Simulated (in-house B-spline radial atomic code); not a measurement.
Results of a calculation; reference values are marked as such.
**Extrapolating the RPA correlation energy in partial waves: La³⁺**

All-electron RPA on Hartree-Fock orbitals from an all-electron radial atomic-structure program (B-spline basis), scalar-relativistic (spin-free one-electron X2C), finite nucleus, configuration [Kr] 4d10 5s2 5p6. Spin-orbit coupling, left out, splits p levels strongly here. With empty states up to angular momentum L the sums are:

| L | E_c(L) (hartree) |
| --- | --- |
| 4 | -3.371167 |
| 5 | -3.670720 |
| 6 | -3.819897 |
| 7 | -3.900193 |

For large l each further wave adds A/(l + 1/2)⁴, because the basis must build the cusp where two electrons meet.

Question: Estimate the limit from L = 6 and L = 7.

Answer: Wave 7 adds -0.080296, against a sum of (l + 1/2)⁻⁴ of 3.16049e-04, so A = -254.06. The sum over l > 7 is ζ(4, 8.5) = 6.4602e-04, close to 1/(3 × 8³) = 6.5104e-04. The tail is -0.164130 and the limit -4.06432 hartree.

Question: How good is the estimate?

Answer: A run to L = 11 sums to -3.99798 and extrapolates to -4.03451 hartree, 2.67 millihartree from the run before, so it has not settled and is itself too deep. The estimate differs from that by -29.81 millihartree, while the bare sum at L = 7 misses 134.3 millihartree (3.3 %).
